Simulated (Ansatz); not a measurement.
Li₆Al₂⁻. The state is a doublet with charge -1. Geometry PBE-D4/def2-SVP, that of the neutral singlet; atoms count from 1.

```xyz
8

Al   -1.1027   -0.0083    0.9426
Al    0.1584    0.3862   -1.3873
Li   -0.2228   -0.9673    3.3000
Li   -1.5552    2.1729   -0.4762
Li    2.7082   -0.0469   -2.1288
Li    0.8171   -1.7634    0.1439
Li   -2.2892   -0.6010   -1.3399
Li    1.4861    0.8277    0.9456
```

The charge -1 doublet is spin-contaminated (final ⟨S²⟩ up to 0.98, 0.75 for a pure state). The structure comes from a short search, and lower isomers may exist.

Question: Estimate the Mulliken populations from the PBE0/def2-TZVPD orbitals of Ansatz.

Answer: 
| atom | charge (e) | spin (α − β) |
| --- | --- | --- |
| Al1 | -1.32 | -0.06 |
| Al2 | -1.33 | -0.06 |
| Li3 | -0.01 | 0.15 |
| Li4 | 0.41 | 0.03 |
| Li5 | -0.01 | 0.15 |
| Li6 | 0.43 | 0.37 |
| Li7 | 0.41 | 0.03 |
| Li8 | 0.43 | 0.37 |
Mulliken values depend strongly on the basis. With diffuse functions, as here, like atoms can get unlike values, and bond orders can come out too low or too high.

Question: Where does the spin sit?

Answer: Summed by element: Al -0.11, Li 1.11, of 1 unpaired in all. Largest on single atoms: Li6 0.37, Li8 0.37, Li3 0.15.

Question: And the Mayer bond orders between heavy atoms (over 0.3)?

Answer: Al1–Al2 1.02 (2.68 Å); Al1–Li3 0.87 (2.69 Å); Al1–Li4 0.44 (2.64 Å); Al1–Li7 0.44 (2.64 Å); Al2–Li4 0.44 (2.64 Å); Al2–Li5 0.87 (2.69 Å); Al2–Li7 0.44 (2.64 Å).
